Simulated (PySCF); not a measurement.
# Br²⁺: ionisation energy

Br²⁺ [Ar] 3d10 4s2 4p3 [4p1/2^2 4p3/2^1, M_J = 3/2] → Br³⁺ [Ar] 3d10 4s2 4p2 [4p1/2^2, M_J = 0], as a difference of total energies. All numbers are calculated (PySCF 2.14, the two-component X2C-1e Hamiltonian, in x2c-SVPall-2c). Correlated levels: [Ne] frozen. "Screened" scales the spin-orbit matrix elements by Boettger's factors to mimic the two-electron term; Breit and QED terms are absent.

| method | ionisation energy (eV) |
| --- | --- |
| GHF (spin-free) | 34.690 |
| GMP2 (spin-free) | 35.084 |
| GHF (screened spin-orbit) | 34.411 |
| GMP2 (screened spin-orbit) | 34.806 |

Question: How much does correlation contribute at GMP2 (screened spin-orbit)?

Answer: 34.806 − (34.411) = 0.395 eV, measured against GHF (screened spin-orbit).

The spin-free rows relax to the high-spin LS determinant and lack the spin-orbit shift.

Errors of the correlated levels include the incompleteness of this basis and the frozen core.

The labels give the starting determinants; with spin-orbit coupling the two ends relaxed to ⟨J²⟩ = 3.75, ⟨L²⟩ = 0.02, ⟨S²⟩ = 3.72 and ⟨J²⟩ = 1.43, ⟨L²⟩ = 1.98, ⟨S²⟩ = 1.96.

The determinant of Br³⁺ mixes levels of different J (the jj label is only the starting occupation), so the difference between spin-free and spin-orbit rows is not the physical spin-orbit shift.

For comparison: 34.871 ± 0.019 eV (measured; NIST Atomic Spectra Database, ionization energies).
